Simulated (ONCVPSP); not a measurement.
# What one change does to a pseudopotential (boron (B), ONCV)

- Element: boron (B)
- Generator: ONCVPSP 4.0.1
- Type: optimised norm-conserving Vanderbilt (ONCV)
- Functional: PW91
- Relativity: scalar-relativistic
- Frozen core: [He]
- Valence charge: 3
- Reference configuration: 2s1.75 2p1.25
- Partial waves: 2s: rc 1.45 bohr, ncon 4, nbas 8, qcut 4.1 1/bohr, 3 projectors, debl 3.8 Ha; 2p: rc 2.20 bohr, ncon 5, nbas 10, qcut 5.5 1/bohr, 2 projectors, debl 2.4 Ha; d scattering state at 0.45 Ha: rc 1.95 bohr, ncon 3, nbas 6, qcut 4.4 1/bohr, 2 projectors, debl 0.9 Ha
- Local potential: polynomial inside 0.95 bohr (lpopt 1, dvloc0 0 Ha)
- Core correction: polynomial model core, fcfact 0.35

Change: p: qcut 4.4.

Cutoffs: the cutoffs (Ha) at which the residual kinetic energy of the hardest occupied pseudo-wave falls to 1 and 0.1 mHa per electron; they do not see the model core or the augmentation charge, which bear on the density cutoff. Errors are all-electron minus pseudo energies relative to the spin-unpolarised reference configuration.

Q: Predict the effect on cutoff, ghosts and configuration errors.

A: The potential gets neither clearly harder nor softer (16 Ha and 72 Ha → 16 Ha and 72 Ha); the s channel sets the loose cutoff, while the largest relative change is in p, which becomes softer; of the 4 tests that both files solve, the error grows in 3 and shrinks in 0 by more than 15 % and 0.3 meV (median size 17.7 → 30.2 meV); neither file shows a bound ghost.

```csv
quantity,base,changed
"cutoff, loose",16 Ha,16 Ha
"cutoff, tight",72 Ha,72 Ha
loose cutoff by channel,"s 16 Ha, p 10 Ha","s 16 Ha, p 8.8 Ha"
bound ghosts,none,none
GHOST(+) flags under 300 eV,none,none
"error for 2s2 2p1, meV [ΔE -1.46 eV]",-0.1,-0.3
"error for 2s2 2p0, meV [ΔE 6.81 eV]",+34,+46
"error for 2s1 2p0, meV [ΔE 32.28 eV]",+107,+149
"error for 2s0 2p3, meV [ΔE 10.26 eV]",-1.7,-15
s: phases at 1.47 bohr within 0.05 rad from the reference energy up to (Ha; the scan ends near 5),to the end of the scan,to the end of the scan
p: phases at 2.24 bohr within 0.05 rad from the reference energy up to (Ha; the scan ends near 5),to the end of the scan,to the end of the scan
d: phases at 1.98 bohr within 0.05 rad from the reference energy up to (Ha; the scan ends near 5),4.4,4.4
"rms error of d²Exc/dni dnj with the model core, mHa",1.42,1.56
```

Changed file: The cutoffs count occupied waves only; projector 2 of the p channel, the hardest unoccupied one, needs 52 Ha at the loose tolerance.
